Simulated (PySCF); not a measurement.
# TDDFT excited states: C3H5NS2Si

Compound: C3H5NS2Si.
InChI=1S/C3H5NS2Si/c4-3-7-5-1-2-6-7/h7H,1-2H2

Method used: TDDFT CAM-B3LYP/def2-SVPD, vertical, gas phase, core orbitals frozen in the response (PySCF 2.14.0, density-fitted response routines). One conformer (not necessarily the lowest) at the GFN2-xTB geometry, without solvent, vibrations or thermal averaging.

Task: List the vertical singlet excitations with oscillator strengths and describe the spectrum.

Result: 

```csv
state,E (eV),ν̃ (cm⁻¹),f,|μ| (D),"main configurations (H = HOMO, L = LUMO)"
S1,5.27,42520,0.0009,0.21,"H→L+1 (58%), H→L (27%)"
S2,5.42,43750,0.0033,0.40,"H-1→L+1 (52%), H-1→L (28%)"
S3,5.63,45380,0.022,1.01,"H→L (64%), H→L+1 (25%)"
S4,5.67,45700,0.0040,0.43,"H-1→L (61%), H-1→L+1 (31%)"
S5,6.69,53980,0.0088,0.59,"H→L+2 (61%), H-1→L+2 (8%)"
S6,6.80,54870,0.013,0.70,"H-1→L+2 (56%), H→L+5 (8%)"
S7,6.87,55400,0.0020,0.28,"H-2→L+1 (26%), H-3→L (21%), H-2→L (14%)"
S8,7.02,56630,0.020,0.87,"H-2→L (17%), H→L+3 (13%), H-5→L (13%)"
```

Triplets, Tamm–Dancoff:

| state | E (eV) | λ (nm) | main configurations (H = HOMO, L = LUMO) |
| --- | --- | --- | --- |
| T1 | 4.93 | 251.5 | H→L+1 (51%), H→L (25%) |
| T2 | 5.05 | 245.8 | H-1→L+1 (48%), H-1→L (18%) |
| T3 | 5.24 | 236.6 | H→L (52%), H-1→L (17%), H→L+1 (14%) |

The lowest singlet comes at 235 nm (509 kJ/mol) in the ultraviolet; it is very weak; its leading configuration is HOMO→LUMO+1 (58%). The strongest level in the table is S3 at 5.63 eV (220 nm, f = 0.022). Löwdin shares by element: HOMO sulfur 74%, silicon 7%, carbon 7% or more; LUMO silicon 26%, carbon 18% or more, nitrogen 16%, sulfur 13% or more (atoms not listed hold the other 27%). Of the 8 states listed, 3 reach f = 0.01 and none stays under 0.0005. The oscillator strengths of these states sum to 0.074; summed over the whole spectrum of an exact calculation they would give the number of electrons, 76 (Thomas–Reiche–Kuhn). Weighted by f, the mean energy of these states is 6.36 eV. Singlets were solved by full linear response, triplets in the Tamm–Dancoff approximation.
